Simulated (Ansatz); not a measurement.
Stepwise reaction of `O[SiH2]S[SiH2]Cl` with water, as a gas-phase model of exchange steps in deposition or etching. ΔE in kJ/mol.

Calculated with Ansatz (gas phase, PBE0-D4/def2-TZVP geometries, no zero-point term in ΔE). CCSD(T)/CBS is the MP2 limit (def2-TZVPP, def2-QZVPP) plus CCSD(T) − MP2 in def2-TZVPP, frozen cores. This one scheme is used for every species. DFT in def2-TZVPP. B3LYP here is the variant with VWN-RPA as its local correlation; programs differ in this. One conformer a species, not always the lowest.

| step | reaction | PBE-D4 | B3LYP-D4 | ωB97M-V | CCSD(T)/CBS |
| --- | --- | --- | --- | --- | --- |
| 1 | `O[SiH2]S[SiH2]Cl` + H₂O → `O[SiH](O)S[SiH2]Cl` + H₂ | -82.5 | -88.4 | -89.3 | -86.2 |
| 2 | `O[SiH](O)S[SiH2]Cl` + H₂O → `O[SiH](O)S[SiH](O)Cl` + H₂ | -86.4 | -92.5 | -91.9 | -87.9 |

Q: By hand: ΔE of the 2 steps together at CCSD(T)/CBS.

A: (-86.2) + (-87.9) = -174.1 kJ/mol, or -87.1 kJ/mol a step.

In ΔE the steps differ by no more than 1.7 kJ/mol. All are downhill at CCSD(T)/CBS. PBE-D4 differs from CCSD(T)/CBS by 1.5 to 3.7 kJ/mol a step. Only this route is followed, and other bonds may react first. Isolated molecules leave out the surface, adducts and barriers. Largest T1 diagnostic: 0.012.
